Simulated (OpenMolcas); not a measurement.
## Tc4+: moving or changing the point charges

Tc4+ among 6 point charges of -1.5 e arranged as an octahedron (Oh), 1.91 Å from the ion.

- Program: OpenMolcas
- Method: CASSCF
- Basis: ANO-RCC-VTZP [7s6p4d2f1g]
- Scalar Hamiltonian: DKH2, point nucleus
- Active space: 3 electrons in 5 orbitals (4d)
- State averaging: 2S+1 = 4 even, 10 roots; 2S+1 = 2 even, 40 roots
- Spin-orbit coupling: state interaction with AMFI integrals over the reference wave functions

Runs around this geometry, states (labels of O, the rotations of Oh). Energies in cm-1 above the lowest state or level, χT in cm3 K/mol; 10Dq and B are least-squares fits to the states below 45000 cm-1, weighted by degeneracy, with a free offset, and given where the rms deviation is under 5 % of |10Dq| (or 100 cm-1) and under 700 cm-1.

```
R (Å)  q (e)  Ground state  First state of that spin   10Dq  B (rms of fit)  First gap with spin-orbit (degeneracies)  χT at 300 K  First state of another spin
 1.91   -1.2           4A2                  4T2 6933   7161       900 (102)                               6748 (4, 2)        1.236                     2E 16743
 1.76   -1.5           4A2                 4T2 12646  13069       884 (191)                              12353 (4, 4)        1.505                     2E 16906
 1.91   -1.5           4A2                  4T2 8609   8892       893 (118)                               8382 (4, 2)        1.347                     2E 16839
 2.13   -1.5           4A2                  4T2 5109   5282        902 (84)                               4996 (4, 2)        1.058                     2E 16600
```

Taking |10Dq| as R^-n, n = -ln(5282 / 13069) / ln(2.13 / 1.76) = 4.7 between the shortest and longest distance. The point-charge formula for a cubic d site gives n = 5.

Scaling the charges by -1.2 / -1.5 = 0.80 scales |10Dq| by 7161 / 8892 = 0.81; with fixed orbitals a first-order splitting would follow the charge.

Without dynamic correlation the repulsion within the d shell is too large (B by tens of per cent), so at a given field states of lower spin stand too high. This field is weak: 10Dq is about 7161 cm-1, while octahedral complexes of 4d ions of charge 3 and more, computed by the same method with explicit ligands, had a median near 25000 cm-1. Ground spin and moment need not be those of a real site (figures for R = 1.91, q = -1.2; the like holds for R = 1.76, q = -1.5, R = 1.91, q = -1.5, R = 2.13, q = -1.5). Point charges carry no covalency, so the field is a model and not that of real ligands. No measured value stands beside these numbers.
